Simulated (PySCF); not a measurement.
Gas-phase reaction: HfCl4 + 2 H2O ⇌ HfCl2(OH)2 + 2 HCl

Method: PySCF energies plus ideal-gas RRHO corrections (1 bar). † marks an energy on the PBE0/def2-TZVP geometry and frequencies; other levels use their own. CCSD(T) freezes the core. All species are closed-shell singlets. Hf: scalar-relativistic def2 core potential, no spin-orbit coupling. HfCl2(OH)2: computed as isolated molecules; such fragments, hydroxides, amides, oligomers or adducts are transient or little studied in the gas. CCSD(T) isn't extrapolated to the basis-set limit; its ΔH°(298 K) is -3.9 kJ in def2-SVP and 22.2 kJ in def2-TZVPP. The harmonic model lacks anharmonicity and excited electronic states, which grow with temperature; levels with a mode under 35 cm⁻¹ are left out. Soft modes under 120 cm⁻¹ make the harmonic entropy rough for HfCl4, HfCl2(OH)2.

```tsv
level	ΔE electronic, kJ	ΔH°(298 K), kJ	ΔS°(298 K), J/K	ΔG°(1400 K), kJ
BLYP/def2-TZVP†	30	13	20	-33
CCSD(T)/def2-SVP†	14	-4	20	-50
HF/def2-TZVP†	38	20	20	-26
M06-2X/def2-TZVP†	44	26	20	-20
PBE0/def2-QZVP†	51	33	20	-13
PBE0/def2-SVP†	24	6	20	-39
PBE0/def2-TZVP	46	29	20	-17
LDA/def2-TZVP†	33	15	20	-30
ωB97X-V/def2-TZVP†	31	13	20	-32
```
ΔH° is lowest at CCSD(T)/def2-SVP† and highest at PBE0/def2-QZVP†. No reference value is set beside these.
